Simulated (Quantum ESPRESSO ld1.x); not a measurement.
Ta3.25+, configuration [Xe] 4f14 5d0.75 6p1 (fractional occupations, a model configuration).

All-electron calculation, scalar-relativistic Kohn-Sham, revPBE, spin-unpolarised, spherical densities, point nucleus. Program: ld1.x of Quantum ESPRESSO 7.5.

Energy parts (eV):
| part | energy |
|---|---|
| total | -424566.1 |
| kinetic | 466577.1 |
| electron-nucleus | -1046114.3 |
| Hartree | 163525.1 |
| exchange-correlation | -8554.0 |

Orbitals (lengths in bohr, moments of r in powers of bohr; <r^-3> diverges for s and p1/2; r(90%) holds 90 % of the orbital's charge):
orbital  occ.  eigenvalue (eV)       <r^4>  r(90%)      <r>  <r^-3>
1s          2         -67410.5   6.199e-07  0.0339  0.01866       -
2s          2         -11612.2  0.00009377   0.122  0.07894       -
2p          6         -10179.2  0.00007326   0.115  0.07057   18750
3s          2         -2688.32    0.003461   0.300   0.2048       -
3p          6         -2262.19    0.003713   0.306   0.2049    4159
3d         10         -1765.55    0.002875   0.288   0.1856   537.4
4s          2         -577.213     0.08197   0.659   0.4587       -
4p          6         -437.481      0.1093   0.709   0.4877   959.1
4d         10         -258.737      0.1632   0.785   0.5231   105.6
5s          2         -109.125       2.596    1.56    1.090       -
5p          6         -74.8247       4.857    1.83    1.262   138.9
4f         14         -61.1426      0.6215    1.06   0.6348   17.34
5d       0.75         -35.3923       20.51    2.64    1.752   8.641
6p          1         -23.9105       162.8    4.41    3.104   22.84

The highest occupied level is 6p at -23.911 eV. The density falls to 0.001 e/bohr^3 at r = 4.10 bohr.
